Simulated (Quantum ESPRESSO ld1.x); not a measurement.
All-electron atom: Pd40+ in [He] 2s2 2p2.

Method: scalar-relativistic Kohn-Sham, LDA (Slater exchange, VWN5 correlation), spin-polarised, spherical densities, point nucleus; open shells are filled with parallel spins first; computed with ld1.x of Quantum ESPRESSO 7.5.

Energy parts (hartree):
| part | energy |
|---|---|
| total | -3108.5136 |
| kinetic | 3270.2287 |
| electron-nucleus | -6532.0599 |
| Hartree | 200.2385 |
| exchange-correlation | -46.9210 |

Orbitals (lengths in bohr, moments of r in powers of bohr; <r^-3> diverges for s and p1/2):
[
 {"orbital": "1s up", "occ.": "1", "eigenvalue (hartree)": "-1007.85", "<r^2>": "0.001364", "<r^-3>": "-", "<1/r>": "48.29"},
 {"orbital": "1s down", "occ.": "1", "eigenvalue (hartree)": "-1006.91", "<r^2>": "0.001362", "<r^-3>": "-", "<1/r>": "48.32"},
 {"orbital": "2s up", "occ.": "1", "eigenvalue (hartree)": "-232.554", "<r^2>": "0.02029", "<r^-3>": "-", "<1/r>": "11.57"},
 {"orbital": "2s down", "occ.": "1", "eigenvalue (hartree)": "-231.097", "<r^2>": "0.02041", "<r^-3>": "-", "<1/r>": "11.52"},
 {"orbital": "2p up", "occ.": "2", "eigenvalue (hartree)": "-222.661", "<r^2>": "0.01549", "<r^-3>": "3968", "<1/r>": "11.15"},
 {"orbital": "2p down", "occ.": "0", "eigenvalue (hartree)": "-220.894", "<r^2>": "0.01560", "<r^-3>": "3947", "<1/r>": "11.12"}
]

The highest occupied level is 2p up at -6058.9 eV. Summed over all electrons, <r^2> = 0.07439 bohr^2, which gives a Langevin (diamagnetic) susceptibility term of -0.0589 x 10^-6 cm^3/mol. The density falls to 0.001 e/bohr^3 at r = 0.47 bohr.
